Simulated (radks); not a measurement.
Effect of the nuclear size on neutral tantalum, [Xe] 4f14 5d3 6s2. All-electron calculation, Dirac Kohn-Sham, LDA (Slater exchange, Perdew-Wang correlation), spin-unpolarised, spherical densities, finite nucleus; open shells fill j = l - 1/2 first; Fermi nuclear charge, rms radius 5.3507 fm. Program: a radial shooting solver on a logarithmic mesh with Libxc functionals. The rms radius is varied about that value; shifts are against it.

\begin{tabular}{lrrrrrrrr}
rms radius (fm) & total energy shift (eV) & density at nucleus (e/bohr^3) & 1s1/2 shift (meV) & 2s1/2 shift (meV) & 5p1/2 shift (meV) & 6s1/2 shift (meV) & 5d3/2 shift (meV) & 6p1/2 (empty) shift (meV) \\ \hline
4.7835 & -10.7 & 1.358e+06 & -4340 & -606 & 0.362 & -0.347 & 0.335 & 0.124 \\
4.9815 & -7.05 & 1.339e+06 & -2860 & -400 & 0.239 & -0.229 & 0.221 & 0.082 \\
5.3507 & 0 & 1.307e+06 & 0.000 & 0.000 & 0.000 & 0.000 & 0.000 & 0.000 \\
5.7948 & 8.92 & 1.273e+06 & 3620 & 505 & -0.302 & 0.290 & -0.279 & -0.104 \\
6.4262 & 22.4 & 1.229e+06 & 9100 & 1270 & -0.757 & 0.727 & -0.701 & -0.260 \\
\end{tabular}

Slopes of the eigenvalues against <r^2> in GHz/fm^2, as finite differences over the two radii next to the reference (eigenvalue slopes, not the field-shift constants of lines): 1s1/2 179000, 2s1/2 25000, 5p1/2 -14.9, 6s1/2 14.3, 5d3/2 -13.8, 6p1/2 (empty) -5.12.
